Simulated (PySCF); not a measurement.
## Nd⁴⁰⁺: ionisation energy

Nd⁴⁰⁺ [Ar] 3d2 (3F) → Nd⁴¹⁺ [Ar] 3d1 (2D), as a difference of total energies. Computed with PySCF 2.14 in an even-tempered Gaussian basis (16 s from 7.7 bohr⁻², ratio 2.5; 10 p from 10 bohr⁻², ratio 2.5; 7 d from 10 bohr⁻², ratio 2.5; 4 f from 35 bohr⁻², ratio 2.7; 3 g from 52 bohr⁻², ratio 2.7), with the non-relativistic Hamiltonian (point nucleus). Correlated levels: outer shells: [Ne] frozen; virtual orbitals above 40 to 60 times the deepest correlated orbital energy dropped. The calculations carry no spin-orbit coupling.

```csv
method,ionisation energy (eV)
UHF,2958.8
LDA,2957.6
PBE,2958.4
PBE0,2958.9
r2SCAN,2960.5
r2SCANh,2960.5
revPBE,2958.4
MP2 (outer shells),2958.1
SCS-MP2 (outer shells),2958.0
```

Spin-orbit coupling is strong in these open shells (close to jj coupling). The scalar numbers leave it out and a first-order estimate fails, so it can dominate the gap to the real levels.

The gap to the reference is mostly relativistic.

For comparison: 2974 ± 4 eV (theoretical estimate listed by NIST; NIST Atomic Spectra Database, ionization energies).
